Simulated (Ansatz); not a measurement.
Relaxation of AlFGeH₆O₂ (11 atoms, charge 0, multiplicity 1), to a largest force component of 0.03 eV/Å in at most 50 steps.

Theory: RKS B3LYP/def2-SVP (Ansatz 0.2.0).

```xyz
11
Properties=species:S:1:pos:R:3
Ge 0.310 -0.309 -0.306
O -0.750 0.215 2.415
H -1.674 -0.071 2.362
F 0.994 -0.786 -1.851
H 1.240 0.769 0.250
H -1.152 0.040 -0.606
O 0.402 -1.788 0.666
Al 0.816 -3.453 0.667
H 1.509 -4.140 -0.572
H 0.445 -4.207 2.006
H -0.262 -0.642 2.433
```

Task: Where does it end, and by what steps?

Result: The run converged. After 6 steps the energy has fallen by 0.027 eV; H11 moved furthest, 0.19 Å.

```
step  energy less start (eV)  largest force component (eV/Å)  accepted
   0                  0.0000                           0.663       yes
   1                 -0.0053                           0.730       yes
   2                 -0.0048                           0.930        no
   3                 -0.0164                           0.236       yes
   4                 -0.0199                           0.156       yes
   5                 -0.0252                           0.074       yes
   6                 -0.0267                           0.028       yes
```

```xyz
11
Properties=species:S:1:pos:R:3
Ge 0.276 -0.315 -0.229
O -0.675 0.196 2.301
H -1.637 0.097 2.326
F 0.935 -0.839 -1.775
H 1.260 0.734 0.287
H -1.173 0.067 -0.547
O 0.342 -1.806 0.746
Al 0.836 -3.451 0.678
H 1.559 -4.053 -0.589
H 0.504 -4.278 1.983
H -0.348 -0.722 2.284
```

Whether the end is a true minimum wasn't checked by a vibrational analysis.

Run time: 6.4 s on 4 threads of AMD EPYC 9R45 96-Core Processor (Zen 5) (shared host), peak memory 0.33 GiB.
